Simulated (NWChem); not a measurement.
The numbers come from NWChem runs, not from measurements. System: HBF, charge 0, spin multiplicity 2, at a geometry optimised with UPBE0/def2-SVP. The structure started from a generated list of species. Its SCF solution wasn't tested for a lower state. Level: UPBE/def2-TZVP.

Input file:

```
start mol
memory heap 200 mb stack 900 mb global 1100 mb
geometry units angstroms nocenter noautoz
  B      0.629044    -0.392647     0.000000
  F     -0.534124     0.190115     0.000000
  H      1.661895     0.252200     0.000000
  symmetry group Cs
end
basis spherical
  * library def2-tzvp
end
dft
  xc xpbe96 cpbe96
  odft
  mult 2
  semidirect memsize 60000000 filesize 0
  iterations 100
end
task dft energy
```

NWChem printed:

```
             Northwest Computational Chemistry Package (NWChem) 7.3.0
             --------------------------------------------------------

                                NWChem Input Module
                                -------------------

 Scaling coordinates for geometry "geometry" by  1.889725989
 (inverse scale =  0.529177249)

 Turning off AUTOSYM since
 SYMMETRY directive was detected!

                             Geometry "geometry" -> ""
                             -------------------------

 Output coordinates in angstroms (scale by  1.889725989 to convert to a.u.)

  No.       Tag          Charge          X              Y              Z
 ---- ---------------- ---------- -------------- -------------- --------------
    1 B                    5.0000     0.62904400    -0.39264700     0.00000000
    2 F                    9.0000    -0.53412400     0.19011500     0.00000000
    3 H                    1.0000     1.66189500     0.25220000     0.00000000

 Effective nuclear repulsion energy (a.u.)      22.6446196544

            Nuclear Dipole moment (a.u.)
            ----------------------------
        X                 Y               Z
 ---------------- ---------------- ----------------
    -0.0000018897    -0.0000000000     0.0000000000

      Symmetry information
      --------------------

 Group name             Cs
 Group number              2
 Group order               2
 No. of unique centers     3

      Symmetry unique atoms

     1    2    3


 Summary of "ao basis" -> "" (spherical)
 ------------------------------------------------------------------------------
       Tag                 Description            Shells   Functions and Types
 ---------------- ------------------------------  ------  ---------------------
 *                         def2-tzvp                  on all atoms

  pbe96 is a nonlocal functional; adding pw91lda local functional.

                                 NWChem DFT Module
                                 -----------------

 Summary of "ao basis" -> "ao basis" (spherical)
 ------------------------------------------------------------------------------
       Tag                 Description            Shells   Functions and Types
 ---------------- ------------------------------  ------  ---------------------
 B                         def2-tzvp                11       31   5s3p2d1f
 F                         def2-tzvp                11       31   5s3p2d1f
 H                         def2-tzvp                 4        6   3s1p

 Summary of "ao basis" -> "ao basis" (spherical)
 ------------------------------------------------------------------------------
       Tag                 Description            Shells   Functions and Types
 ---------------- ------------------------------  ------  ---------------------
 B                         def2-tzvp                11       31   5s3p2d1f
 F                         def2-tzvp                11       31   5s3p2d1f
 H                         def2-tzvp                 4        6   3s1p

      Symmetry analysis of basis
      --------------------------

        a'         47
        a"         21

            General Information
            -------------------
          SCF calculation type: DFT
          Wavefunction type:  spin polarized.
          No. of atoms     :     3
          No. of electrons :    15
           Alpha electrons :     8
            Beta electrons :     7
          Charge           :     0
          Spin multiplicity:     2
          Use of symmetry is: on ; symmetry adaption is: on
[...]
    44      0.193198  2 F  py                 6      0.156279  1 B  px
    64      0.112592  3 H  s                  7      0.110599  1 B  py
    37      0.104846  2 F  px                40      0.089176  2 F  px
     9      0.081469  1 B  px                63      0.081181  3 H  s

 Vector    6  Occ=1.000000D+00  E=-4.327172D-01  Symmetry=a"
              MO Center= -4.3D-01,  1.4D-01, -3.3D-11, r^2= 6.0D-01
   Bfn.  Coefficient  Atom+Function         Bfn.  Coefficient  Atom+Function
  ----- ------------  ---------------      ----- ------------  ---------------
    39      0.482090  2 F  pz                42      0.386636  2 F  pz
    45      0.228508  2 F  pz                 8      0.132914  1 B  pz
    11      0.077641  1 B  pz                14      0.027284  1 B  pz

 Vector    7  Occ=1.000000D+00  E=-3.648812D-01  Symmetry=a'
              MO Center=  8.7D-01, -3.4D-02, -2.2D-15, r^2= 1.6D+00
   Bfn.  Coefficient  Atom+Function         Bfn.  Coefficient  Atom+Function
  ----- ------------  ---------------      ----- ------------  ---------------
    37      0.231306  2 F  px                64     -0.217353  3 H  s
     6     -0.210982  1 B  px                 4     -0.208656  1 B  s
     3     -0.193674  1 B  s                 40      0.177649  2 F  px
    38      0.159259  2 F  py                63     -0.158700  3 H  s
    65     -0.132266  3 H  s                 41      0.130962  2 F  py

 Vector    8  Occ=0.000000D+00  E=-9.092107D-02  Symmetry=a'
              MO Center=  6.7D-01, -8.1D-01,  8.3D-15, r^2= 2.0D+00
   Bfn.  Coefficient  Atom+Function         Bfn.  Coefficient  Atom+Function
  ----- ------------  ---------------      ----- ------------  ---------------
     5      0.519686  1 B  s                 65     -0.394881  3 H  s
     4      0.357686  1 B  s                  7     -0.320336  1 B  py
    10     -0.251371  1 B  py                13     -0.184398  1 B  py
     3      0.171369  1 B  s                 38      0.166119  2 F  py
    64     -0.159482  3 H  s                 44      0.148797  2 F  py

 Vector    9  Occ=0.000000D+00  E=-6.703375D-02  Symmetry=a"
              MO Center=  6.7D-01, -3.3D-01,  1.0D-13, r^2= 2.2D+00
   Bfn.  Coefficient  Atom+Function         Bfn.  Coefficient  Atom+Function
  ----- ------------  ---------------      ----- ------------  ---------------
    11      0.428381  1 B  pz                 8      0.411092  1 B  pz
    14      0.405052  1 B  pz                39     -0.203559  2 F  pz
    45     -0.198340  2 F  pz                42     -0.158088  2 F  pz
    23     -0.041682  1 B  d  1              21      0.038984  1 B  d -1

 Vector   10  Occ=0.000000D+00  E= 3.808001D-02  Symmetry=a'
              MO Center=  2.7D-02,  3.8D-01, -2.8D-14, r^2= 4.9D+00
   Bfn.  Coefficient  Atom+Function         Bfn.  Coefficient  Atom+Function
  ----- ------------  ---------------      ----- ------------  ---------------
     5      1.562745  1 B  s                  4     -1.359123  1 B  s
    13      0.661283  1 B  py                12     -0.596537  1 B  px
     9      0.363306  1 B  px                65     -0.258352  3 H  s
    36      0.248734  2 F  s                 43      0.248487  2 F  px
    44     -0.194215  2 F  py                10     -0.183834  1 B  py

   alpha - beta orbital overlaps
   -----------------------------

   alpha      1      2      3      4      5      6      7      8      9     10
    beta      1      2      3      4      5      6      7      8      9     10
 overlap   1.000  1.000  1.000  0.998  0.999  1.000  0.993  0.985  0.997  0.995

   alpha     11     12     13     14     15     16     17     18     19     20
    beta     11     12     13     14     15     16     17     18     19     20
 overlap   0.980  0.902  0.999  0.913  0.993  0.991  0.985  0.995  0.985  0.992

   alpha     21     22     23     24     25     26     27     28     29     30
    beta     21     22     23     24     25     26     28     27     29     30
 overlap   0.999  0.885  0.887  0.966  0.988  0.861  0.846  0.999  1.000  0.999

   alpha     31     32     33     34     35     36     37     38     39     40
    beta     31     32     33     34     35     37     36     38     39     40
 overlap   0.985  0.974  0.987  0.984  0.956  0.985  0.895  0.768  0.765  0.997

   alpha     41     42     43     44     45     46     47     48     49     50
    beta     41     42     43     44     45     46     47     48     49     50
 overlap   0.999  0.990  0.993  0.996  0.999  0.954  0.954  1.000  0.993  0.993

   alpha     51     52     53     54     55     56     57     58     59     60
    beta     51     52     53     54     55     56     57     58     59     60
 overlap   1.000  1.000  1.000  1.000  1.000  1.000  1.000  1.000  1.000  1.000

   alpha     61     62     63     64     65     66     67     68
    beta     61     62     63     64     65     66     67     68
 overlap   1.000  1.000  1.000  1.000  1.000  1.000  1.000  1.000

     --------------------------
     Expectation value of S2:
     --------------------------
      <S2> =      0.7517 (Exact =     0.7500)

 center of mass
 --------------
 x =  -0.09427213 y =  -0.02782710 z =   0.00000000

 moments of inertia (a.u.)
 ------------------
           8.718301956613          15.172669849099           0.000000000000
          15.172669849099          44.576477905650           0.000000000000
           0.000000000000           0.000000000000          53.294779862263

     Multipole analysis of the density
     ---------------------------------

     L   x y z        total         alpha         beta         nuclear
     -   - - -        -----         -----         ----         -------
     0   0 0 0     -0.000000     -8.000000     -7.000000     15.000000

     1   1 0 0      0.146250     -0.555319      0.701571     -0.000002
     1   0 1 0      0.163769      0.862291     -0.698522     -0.000000
     1   0 0 1     -0.000000     -0.000000     -0.000000      0.000000

     2   2 0 0     -9.027746    -19.207306    -15.917681     26.097241
     2   1 1 0      0.406205      4.099737      2.483467     -6.176999
     2   1 0 1     -0.000000     -0.000000      0.000000      0.000000
     2   0 2 0     -9.737811     -9.347243     -4.532133      4.141565
     2   0 1 1      0.000000      0.000000     -0.000000      0.000000
     2   0 0 2     -7.969145     -4.650239     -3.318906      0.000000

 Task  times  cpu:        1.1s     wall:        1.1s

 Total times  cpu:        1.1s     wall:        1.1s
```
